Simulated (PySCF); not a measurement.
## Partial charges of `C=Cc1ccc2c(c1)CC2`

Compound: C10H10.
Geometry (GFN2-xTB, Å), atoms numbered from 1 in this order:
```
atom  x, y, z in Å
C1     3.3760    0.1234    1.0679
C2     2.7054   -0.0570   -0.0641
C3     1.2572   -0.0538   -0.2370
C4     0.7524   -0.1846   -1.5344
C5    -0.6095   -0.1935   -1.8257
C6    -1.4463   -0.0632   -0.7465
C7    -0.9593    0.0656    0.5552
C8     0.3757    0.0736    0.8525
C9    -2.3429    0.1445    1.1490
C10   -2.8840    0.0043   -0.3028
H11    2.8933    0.3000    2.0137
H12    4.4523    0.1034    1.0873
H13    3.2655   -0.2204   -0.9774
H14    1.4568   -0.2805   -2.3496
H15   -0.9594   -0.2981   -2.8424
H16    0.7453    0.1675    1.8613
H17   -2.6019   -0.6785    1.8131
H18   -2.5808    1.0879    1.6379
H19   -3.4366    0.8679   -0.6702
H20   -3.4644   -0.8979   -0.4910
```

Density: PBE0/pcSseg-1 (PySCF); schemes: Mulliken, IAO, Hirshfeld and ESP-fitted. The structure is a single GFN2-xTB conformer in the gas phase; no vibrational or solvent corrections.

**Question.** Do the Mulliken, IAO, Hirshfeld and ESP-fitted schemes agree on where the charge is lowest?

**Answer.** The schemes don't all agree: Mulliken C3 (-0.212); IAO C1 (-0.320); Hirshfeld C1 (-0.105); ESP-fitted C1 (-0.438).

**Question.** Which atoms carry the highest charge in the Mulliken, IAO, Hirshfeld and ESP-fitted schemes?

**Answer.** The schemes don't all agree: Mulliken H19 (+0.137); IAO H12 (+0.154); Hirshfeld H15 (+0.051); ESP-fitted H11 (+0.185).

**Question.** Give the atomic charges in each scheme.

**Answer.** In e:

| atom | environment | Mulliken | IAO | Hirshfeld | ESP-fitted |
| --- | --- | --- | --- | --- | --- |
| C1 | terminal =CH2 carbon | -0.119 | -0.320 | -0.105 | -0.438 |
| C2 | alkene CH carbon | -0.140 | -0.134 | -0.047 | -0.122 |
| C3 | substituted aromatic carbon | -0.212 | -0.004 | -0.004 | +0.141 |
| C4 | aromatic CH carbon | -0.058 | -0.153 | -0.051 | -0.221 |
| C5 | aromatic CH carbon | -0.065 | -0.164 | -0.055 | -0.301 |
| C6 | substituted aromatic carbon | -0.161 | 0.000 | -0.004 | +0.129 |
| C7 | substituted aromatic carbon | -0.174 | +0.003 | -0.004 | +0.115 |
| C8 | aromatic CH carbon | +0.022 | -0.161 | -0.051 | -0.319 |
| C9 | benzylic-type carbon | -0.082 | -0.270 | -0.067 | -0.181 |
| C10 | benzylic-type carbon | -0.084 | -0.270 | -0.067 | -0.172 |
| H11 | vinylic hydrogen | +0.117 | +0.141 | +0.043 | +0.185 |
| H12 | vinylic hydrogen | +0.117 | +0.154 | +0.046 | +0.180 |
| H13 | vinylic hydrogen | +0.084 | +0.143 | +0.045 | +0.131 |
| H14 | aromatic hydrogen | +0.075 | +0.146 | +0.045 | +0.162 |
| H15 | aromatic hydrogen | +0.069 | +0.153 | +0.051 | +0.182 |
| H16 | aromatic hydrogen | +0.065 | +0.148 | +0.049 | +0.184 |
| H17 | methylene hydrogen | +0.136 | +0.147 | +0.044 | +0.087 |
| H18 | methylene hydrogen | +0.136 | +0.147 | +0.044 | +0.087 |
| H19 | methylene hydrogen | +0.137 | +0.147 | +0.044 | +0.084 |
| H20 | methylene hydrogen | +0.136 | +0.147 | +0.044 | +0.084 |

Mean size of the charges over all atoms: ESP-fitted 0.175 e, IAO 0.148 e, Mulliken 0.110 e, Hirshfeld 0.046 e. Each set sums to the total charge, 0, to within 0.001 e. The Mulliken scheme gives each basis function's population to the atom it is centred on and halves the overlap population of two atoms between them. The IAO scheme projects the occupied orbitals on a minimal set of polarised atomic orbitals and counts the electrons in each atom's part of it.

**Question.** How closely do the schemes follow one another over all atoms?

**Answer.** Correlation coefficient and root-mean-square difference: IAO with Hirshfeld 0.99, 0.117 e; Hirshfeld with ESP-fitted 0.91, 0.151 e; IAO with ESP-fitted 0.90, 0.087 e; Mulliken with Hirshfeld 0.72, 0.089 e; Mulliken with IAO 0.70, 0.120 e; Mulliken with ESP-fitted 0.41, 0.183 e.

**Question.** Sum the charges by element.

**Answer.** 
| element | atoms | Mulliken | IAO | Hirshfeld | ESP-fitted |
| --- | --- | --- | --- | --- | --- |
| C | 10 | -1.073 | -1.473 | -0.455 | -1.367 |
| H | 10 | +1.073 | +1.473 | +0.455 | +1.367 |

**Question.** How many electrons does the IAO scheme count on C9?

**Answer.** Z − q = 6 − (-0.270) = 6.270.
